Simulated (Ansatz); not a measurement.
Reaction (formal exchange of groups at a C–Al bond): `[CH3][Al]([F])[NH][SiH3]` + `C1=CS[SiH2]1` → `C[SiH]1C=CS1` + `[F][AlH][NH][SiH3]`

Computed with Ansatz on PBE0-D4/def2-TZVP structures; ΔE is electronic, products minus reactants. CCSD(T)/CBS is the MP2 limit (def2-TZVPP, def2-QZVPP) plus CCSD(T) − MP2 in def2-TZVPP, frozen cores. DFT in def2-TZVPP. One conformer a species, not always the lowest.

`[CH3][Al]([F])[NH][SiH3]`:

Cartesian coordinates in Å:
```
C 0.026 1.908 0.886
Al -0.351 0.984 -0.769
F -0.851 1.835 -2.098
N -0.208 -0.769 -1.020
Si 0.270 -2.021 0.064
H 0.823 2.644 0.746
H -0.854 2.458 1.232
H 0.332 1.223 1.680
H -0.441 -1.090 -1.952
H 1.485 -2.745 -0.404
H -0.800 -3.039 0.260
H 0.570 -1.387 1.375
```

`C1=CS[SiH2]1`:

Z-matrix (Å, degrees):
```
Si
C 1 2.361
C 1 1.841 2 34.5
S 1 2.171 2 46.1 3 -180.0
H 1 1.484 2 125.3 3 89.5
H 1 1.484 2 125.3 3 -89.5
H 2 1.088 3 128.5 1 -180.0
H 3 1.081 1 139.8 2 180.0
```

`C[SiH]1C=CS1`:

Z-matrix (Å, degrees):
```
Si
C 1 1.844
C 1 2.367 2 34.4
C 1 1.858 2 119.6 3 -114.2
S 1 2.179 2 80.3 3 -0.6
H 1 1.487 2 116.1 3 109.4
H 2 1.082 1 140.0 3 -178.5
H 3 1.088 2 128.5 1 -178.9
H 4 1.093 1 110.6 2 164.1
H 4 1.094 1 110.2 2 -76.5
H 4 1.091 1 110.5 2 43.7
```

`[F][AlH][NH][SiH3]`:

Z-matrix (Å, degrees):
```
Si
N 1 1.727
H 1 1.486 2 106.9
H 1 1.489 2 112.2 3 -119.5
H 1 1.489 2 112.2 3 119.5
Al 2 1.771 1 128.3 3 -0.0
H 2 1.012 1 115.1 3 -179.8
F 6 1.650 2 117.2 1 -179.6
H 6 1.567 2 123.0 1 0.4
```

Task: Is it downhill or uphill in electronic energy at CCSD(T)/CBS, and by how much? (An estimate is asked.)

Result: Ansatz gave: Nearly level: ΔE = -2.5 kJ/mol.

Task: What do these levels give: PBE-D4, r2SCAN-D4, PBE0-D4, ωB97X-V, ωB97M-V, PBE0, HF/def2-TZVPP, CCSD/def2-TZVPP, HF/def2-QZVPP, MP2/def2-QZVPP, HF/CBS(def2), MP2/CBS(def2)? (Best estimate.)

Result: The calculation gave: PBE-D4 -2.0, r2SCAN-D4 -1.9, PBE0-D4 -3.0, ωB97X-V -3.8, ωB97M-V -2.9, PBE0 -1.9, HF/def2-TZVPP -4.3, CCSD/def2-TZVPP -2.6, HF/def2-QZVPP -4.5, MP2/def2-QZVPP -4.7, HF/CBS(def2) -4.6, MP2/CBS(def2) -4.6 kJ/mol.

Largest T1 diagnostic among the species: 0.013.
